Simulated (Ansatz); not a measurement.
Relaxation of Cl₄H₂Zr (7 atoms, charge 0, multiplicity 1), to a largest force component of 0.03 eV/Å in at most 50 steps.

Computed with Ansatz, RKS PBE-D4/def2-SVP.

```xyz
7
Properties=species:S:1:pos:R:3
Zr -0.657 0.566 -0.518
Cl 2.160 -1.958 0.993
Cl 0.459 -0.623 -2.175
Cl -2.923 0.049 -0.478
Cl -0.353 2.857 -0.771
H 1.352 -1.094 1.580
H -0.037 0.203 1.369
```

**Question.** Where does it end, and by what steps?

**Answer.** It converged. The force dipped under the threshold on the way, but the program's further checks kept it going. After 29 steps the energy has fallen by 2.078 eV; H7 moved furthest, 2.07 Å. Parted: Zr1–H7, Cl2–H6. Joined: Zr1–Cl2, H6–H7.

```csv
step,energy less start (eV),largest force component (eV/Å),accepted
0,0.0000,1.183,yes
2,-0.1053,0.141,yes
4,-0.1328,0.369,yes
6,-0.1521,0.036,yes
8,-0.1634,0.973,no
10,-0.2022,0.137,yes
12,-0.3069,0.326,yes
14,-0.5695,0.958,yes
16,-1.0839,1.843,yes
18,-1.6557,0.448,yes
20,-1.7655,0.081,yes
22,-1.8437,0.350,yes
24,-1.9676,0.662,yes
26,-2.0577,0.548,yes
28,-2.0774,0.035,yes
29,-2.0777,0.003,yes
```

```xyz
7
Properties=species:S:1:pos:R:3
Zr -0.578 -0.374 -0.986
Cl 0.683 -1.738 0.429
Cl 0.179 -0.627 -3.179
Cl -2.823 -1.001 -0.862
Cl -0.363 1.860 -0.346
H 1.545 0.571 2.528
H 1.358 1.308 2.416
```

The run took 57 s on 2 threads of AMD EPYC 7R13 Processor (Zen 3) (shared host), peak memory 0.19 GiB.
